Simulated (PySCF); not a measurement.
**Two-component Hartree-Fock for Mn³⁺ (manganese, charge +3)**

Start: [Ar] 3d4; 3d5/2 filled at m_j = -1/2, +1/2, +3/2, +5/2. Calculated with PySCF 2.14 in x2c-TZVPall-2c with one added diffuse shell each of s, p, d type (7s8p5d1f, 63 functions): generalised Hartree-Fock with the X2C-1e Hamiltonian and a Gaussian nucleus; one run each with spin-orbit coupling (SO) switched off, then screened by Boettger's factors. This is a chosen level, not necessarily the ground level.

```csv
spinor shell,electrons,"ε, spin-free (eV)","ε, screened SO (eV)",weight of nominal j (screened SO),"rms radius, screened SO (bohr)"
1s1/2,2,-6635.9,-6635.9,1.000,0.0703
2s1/2,2,-841.39,-841.39,1.000,0.302
2p1/2,2,-714.97,-722.16,0.983,0.271
2p3/2,4,-714.97,-711.47,0.992,0.274
3s1/2,2,-141.97,-141.97,1.000,0.906
3p3/2,4,-103.76,-104.05,0.831,0.968
3p1/2,2,-103.76,-103.21,0.663,0.963
3d5/2,4,-52.948,-52.938,0.690,1.14
```

| quantity | spin-free | screened SO |
| --- | --- | --- |
| E (hartree) | -1155.40617 | -1155.41971 |
| M_J | 4 | 4 |
| ⟨J²⟩ | 20.004 | 20.004 |
| ⟨L²⟩ | 6.003 | 6.008 |
| ⟨S²⟩ | 6.001 | 5.999 |

Each row is a mean over spinors that exchange with the open shell spreads, by up to 14.561 eV (3p3/2).

Rows whose weight is well below 1 are mixtures of j = l ± 1/2: exchange outweighs spin-orbit coupling there, and the label is only the starting occupation.

Without spin-orbit coupling the j labels of p, d and f shells carry no meaning; the spin-free column gives the mean over the occupied spinors of each nl shell.
